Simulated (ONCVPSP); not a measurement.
## indium (In): one change to an ONCV potential, before and after

- Element: indium
- Generator: ONCVPSP 4.0.1
- Type: optimised norm-conserving Vanderbilt (ONCV)
- Functional: PBE
- Relativity: scalar-relativistic
- Frozen core: [Ar] 3d10
- Valence charge: 21
- Reference configuration: 4s2 4p6 4d10 5s2 5p1
- Partial waves: 4s+5s: rc 1.60 bohr, ncon 4, nbas 9, qcut 8.2 1/bohr, 2 projectors; 4p+5p: rc 1.50 bohr, ncon 3, nbas 7, qcut 11.2 1/bohr, 2 projectors; 4d: rc 1.00 bohr, ncon 4, nbas 9, qcut 10.3 1/bohr, 3 projectors, debl 2.6 Ha
- Local potential: polynomial inside 0.90 bohr (lpopt 5, dvloc0 0 Ha)
- Core correction: none

Change: s: rc 1.18.

Cutoffs: the cutoffs (Ha) at which the residual kinetic energy of the hardest occupied pseudo-wave falls to 1 and 0.1 mHa per electron; they do not see the model core or the augmentation charge, which bear on the density cutoff. Errors are all-electron minus pseudo energies relative to the spin-unpolarised reference configuration.

**Question.** Predict the effect on cutoff, ghosts and configuration errors.

**Answer.** The potential gets harder (42 Ha and 51 Ha → 42 Ha and 141 Ha); both files keep a bound ghost (d); of the 3 tests that both files solve, the error grows in 0 and shrinks in 1 by more than 15 % and 0.3 meV (median size 5.2 → 4.3 meV). A smaller radius makes the pseudo-wave follow the all-electron one further in, where it bends more sharply, so more plane waves are needed.

```tsv
quantity	base	changed
cutoff, loose	42 Ha	42 Ha
cutoff, tight	51 Ha	141 Ha
loose cutoff by channel	s 21 Ha, p 31 Ha, d 42 Ha	s 32 Ha, p 31 Ha, d 42 Ha
bound ghosts	d	d
GHOST(+) flags under 300 eV	s at 129.1 eV	s at 211.3 eV
tests with a reliable result	3 of 4	3 of 4
error for 4s2 4p6 4d10 5s2 5p0, meV [ΔE 5.36 eV]	-1.0	-1.1
error for 4s2 4p6 4d10 5s1 5p0, meV [ΔE 24.60 eV]	-5.2	-4.3
error for 4s2 4p5 4d10 5s2 5p1, meV [ΔE 85.61 eV]	-77	-84
p: phases at 1.52 bohr within 0.05 rad from the reference energy up to (Ha; the scan ends near 5)	to the end of the scan	to the end of the scan
d: phases at 1.02 bohr within 0.05 rad from the reference energy up to (Ha; the scan ends near 5)	to the end of the scan	to the end of the scan
```

 A true bound ghost makes a file unfit for plane-wave use even where its test errors are small: the radial tests pick states by their node count and pass the ghost by.
